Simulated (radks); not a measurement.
Problem. Spherical quantum dot in the effective-mass picture: electrons in a parabolic well V = omega^2 r^2 / 2 with omega = 2.05, all in effective atomic units (hartree* = m*/eps^2 hartree, bohr* = eps/m* bohr), one dielectric constant everywhere. Method: non-relativistic Kohn-Sham, r2SCAN, spin-polarised, spherical densities, generalised Kohn-Sham scheme; computed with a radial shooting solver with Libxc functionals. Levels are named by radial order and angular momentum (1s, 1p, 1d, 2s, ...), and open shells are averaged over m. At N = 16 the configuration is 1s2 1p6 1d(up 5, down 3). Does electron 17 go into 2s down or 2s up or 1d down?

Solution. Into 1d down. The total energies of the other choices lie higher by 0.127 hartree* (2s up), 0.170 hartree* (2s down).
